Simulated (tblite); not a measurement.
Compound: EtP(CF3)2, C4H5F6P.
Numbering: `[CH3:1][CH2:2][P:3]([C:4]([F:5])([F:6])[F:7])[C:8]([F:9])([F:10])[F:11]` (hydrogens: H12, H13, H14 on C1; H15, H16 on C2)

Structure used (GFN2-xTB), in Å, numbered top down from 1:
```
atom  x, y, z in Å
C1     2.0709   -0.7815   -0.0521
C2     1.0706    0.3481   -0.2830
P3    -0.2758    0.3146    0.9896
C4    -1.2609   -1.1671    0.3120
F5    -2.5548   -1.0664    0.6200
F6    -1.1753   -1.3426   -1.0109
F7    -0.7996   -2.2910    0.8782
C8    -1.3689    1.6223    0.1511
F9    -2.5159    1.8029    0.8043
F10   -1.6689    1.3578   -1.1253
F11   -0.7128    2.7927    0.1594
H12    2.8872   -0.7004   -0.7656
H13    1.6028   -1.7546   -0.1830
H14    2.4849   -0.7329    0.9529
H15    1.5677    1.3168   -0.1703
H16    0.6414    0.2901   -1.2887
```

Method: GFN2-xTB as coded in tblite; computed harmonic values from a numerical Hessian at the method's own geometry, unscaled. This tight-binding method is rough: wavenumbers can miss measured ones by several per cent, in bad cases by 10 to 20. One conformer, not necessarily the lowest.

Harmonic wavenumbers (cm⁻¹): 30.0, 52.4, 72.1, 98.1, 118.7, 174.5, 203.2, 222.9, 232.8, 258.5, 279.3, 314.8, 417.6, 437.9, 459.9, 473.8, 476.3, 500.8, 666.1, 671.2, 705.0, 777.1, 1004.5, 1018.7, 1032.5, 1052.3, 1063.5, 1067.6, 1073.4, 1082.0, 1096.4, 1213.2, 1251.7, 1411.0, 1427.6, 1485.3, 1492.5, 2937.2, 2947.7, 3037.9, 3041.3, 3048.5.

A = 1223, B = 864.1, C = 641.4 MHz; mass 198.003 u (most abundant isotopes); point group C1, symmetry number 1.

**Question.** What is the zero-point energy?

**Answer.** ½Σν̃ = 20214 cm⁻¹ = 57.80 kcal/mol.

**Question.** Entropy at 500 K, 1 bar (ideal gas, RRHO, classical rotation)?

**Answer.** Translation 44.35, rotation 32.08, vibration 63.70: S = 140.1 cal/(mol K).

**Question.** And Cp and H(500 K) − H(0)?

**Answer.** Cp = 59.80 cal/(mol K), of which vibrations give 51.85 (their classical limit is 42 R = 83.5); H(500 K) − H(0) = 19.20 kcal/mol without the zero-point energy, 15.22 from vibrations.

**Question.** What must be added to the electronic energy to get the Gibbs energy at 500 K and 1 bar?

**Answer.** ZPE + [H(500 K) − H(0)] − T·S = 57.80 + 19.20 − 70.07 = 6.93 kcal/mol.

**Question.** Which modes carry the vibrational entropy at 500 K?

**Answer.** 30.0 cm⁻¹: 6.86; 52.4 cm⁻¹: 5.75; 72.1 cm⁻¹: 5.12; 98.1 cm⁻¹: 4.51; 118.7 cm⁻¹: 4.13; 174.5 cm⁻¹: 3.38 cal/(mol K); the other 36 give 33.97 together.

**Question.** Blend soft modes into free rotors: weight 1/[1 + (100 cm⁻¹/ν̃)⁴] for the oscillator and the rest for a rotor with moment μB/(μ + B), μ = h/(8π²ν), B = 10⁻⁴⁴ kg m². What vibrational entropy results?

**Answer.** 57.70 cal/(mol K) in place of 63.70, which changes −T·S at 500 K by +3.00 kcal/mol.

**Question.** How do the functions run with temperature in this model?

**Answer.** 
```csv
T (K),S (cal/(mol K)),Cp (cal/(mol K)),H − H(0) (kcal/mol),G − H(0) (kcal/mol),ln q(vib)
100,76.9,23.3,1.55,-6.14,2.88
200,97.0,35.5,4.52,-14.88,6.65
300,113.3,45.3,8.58,-25.42,10.22
800,171.2,71.8,39.14,-97.79,25.17
1000,187.7,76.5,53.99,-133.72,30.06
```

q(vib) and H(0) count from the zero-point level.

Hindered rotation and anharmonicity are outside this model. Other conformers, if any are populated, would add a mixing term that is left out. The structure is chiral; the term R ln 2 for an equal mix with its mirror image is left out.

Hardware: Arm Neoverse V1, one thread (shared host). Cost: 0.65 s. This covers the Hessian and the dipole derivatives.
